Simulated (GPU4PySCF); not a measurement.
C13H10N2, SMILES c1ccccc1-n1cnc2ccccc12. Coordinates come from a r2SCAN-D4/def2-TZVP optimisation. The values are those of a single conformer.

Give the equilibrium geometry at r2SCAN-D4/def2-TZVP (GPU4PySCF confirms it by a frequency run) as a Z-matrix. (An estimate is asked for; the answer gives what the named calculation found.)

This is not unique; one that fits is 
```
N
C 1 1.3813
N 2 1.3024 1 114.07
H 2 1.0812 3 125.65 1 -178.01
C 3 1.3841 2 104.75 4 -178.38
C 1 1.3879 2 105.89 4 178.29
C 6 1.3904 1 132.67 2 177.36
H 7 1.0834 6 122.18 1 1.24
C 7 1.3883 8 121.22 6 179.24
H 9 1.0842 7 119.08 8 0.79
C 5 1.3935 3 129.60 2 -178.72
H 11 1.0838 5 120.22 3 -0.92
C 11 1.3862 12 121.85 5 -179.59
H 13 1.0842 11 119.57 12 -0.45
C 1 1.4115 2 126.04 4 -0.66
C 15 1.3941 1 119.63 2 -44.61
H 16 1.0841 15 119.59 1 -2.64
C 16 1.3887 17 120.73 15 178.78
H 18 1.0842 16 119.47 17 1.22
C 18 1.3904 19 120.15 16 179.01
H 20 1.0838 18 120.16 19 0.39
C 20 1.3909 21 120.15 18 179.97
H 22 1.0843 20 120.10 21 0.60
C 22 1.3883 23 119.44 20 -179.12
H 24 1.0835 22 120.82 23 1.31
```
